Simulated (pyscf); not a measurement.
F–CH₂–CH•–Cl → •H₂C–CH(F)–Cl, a group migration (doublet surface; C–F broken, C–F formed). Single points on ωB97X-D3(BJ)/def2-SVP structures (PySCF, gas phase). Correlated levels are frozen-core, on RHF or UHF. ΔMP2 is the change of the MP2 total energy from the triple- to the quadruple-zeta basis. Energies in kcal/mol from the reactant's lowest minimum found.

Small-basis levels: PySCF, no dispersion term, spherical d functions. AM1 to PM7: differences of heats of formation from MOPAC. GFN2-xTB: tblite. Open shells are spin-unrestricted. 

| level | barrier | reaction energy |
|---|---|---|
| BP86/6-31G* | 29.0 | -0.3 |
| PBE/6-31G* | 29.5 | -0.2 |
| B3LYP/STO-3G | 44.0 | -4.1 |
| B3LYP/6-31G* | ___ | -0.1 |
| B3LYP/6-311+G** | 26.1 | +0.7 |
| PBE/def2-SVP | 29.6 | +0.5 |
| GFN2-xTB | 25.1 | +4.5 |
| PM3 | 64.0 | +1.4 |
| PM6 | 53.9 | -0.3 |
| CCSD(T)/def2-TZVPP + ΔMP2(QZVPP) | ___ | +0.8 |

Problem. What belongs in the gaps?

Solution. 
- B3LYP/6-31G*, barrier: 32.3
- CCSD(T)/def2-TZVPP + ΔMP2(QZVPP), barrier: 35.8

Against the last row the barrier runs from -10.6 (GFN2-xTB) to +28.3 kcal/mol (PM3). CCSD(T)/def2-TZVPP + ΔMP2(QZVPP) has limits of its own. F–CH₂–CH•–Cl lies 5.0 kcal/mol over its isomer H₃C–C•(F)–Cl (electronic energy, ωB97M-D3(BJ)). •H₂C–CH(F)–Cl lies 6.0 kcal/mol over its isomer H₃C–C•(F)–Cl (electronic energy, ωB97M-D3(BJ)). One saddle was located; it need not be the lowest between these sides. The CCSD(T) − MP2 part came from Ansatz, without density fitting, on the same reference.
